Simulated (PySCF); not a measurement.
CH2I, SMILES [CH2]I (connectivity only; charge and spin as stated), charge +1, multiplicity 1.

The structure is a stationary point at PBE-D3(BJ)/def2-TZVP. The multiplicity is an assumed one; other spin states were not compared. The isomer is the one that the SMILES or the coordinates give; other isomers of the formula were not compared. The def2 effective core potentials stand for the cores of I; spin–orbit coupling is left out.

Two levels are set side by side: PBE/def2-TZVPD (PySCF) and M06-2X/def2-TZVPD (PySCF). Same geometry, gas phase. Differences are taken from unrounded values.

```csv
quantity,M06-2X
orbital gap (eV),5.95
highest occupied level (eV),-15.59
lowest empty level (eV),-9.64
mean polarisability (bohr³),37.4
```

What does PBE give, and how far is it from M06-2X? (An estimate is asked for; the answer gives what the named calculation found.)


| quantity | PBE | PBE minus M06-2X |
|---|---|---|
| orbital gap (eV) | 1.77 | -4.18 |
| highest occupied level (eV) | -13.21 | 2.38 |
| lowest empty level (eV) | -11.44 | -1.80 |
| mean polarisability (bohr³) | 37.6 | 0.2 |

PBE's occupied levels lie high since its potential decays too fast outside the molecule; exact exchange lowers them and widens the gap. Differences between two approximate levels are no errors against the true value.

Rough cost on one machine, each run with all the roots and properties that it gave: M06-2X against PBE about 2 times.
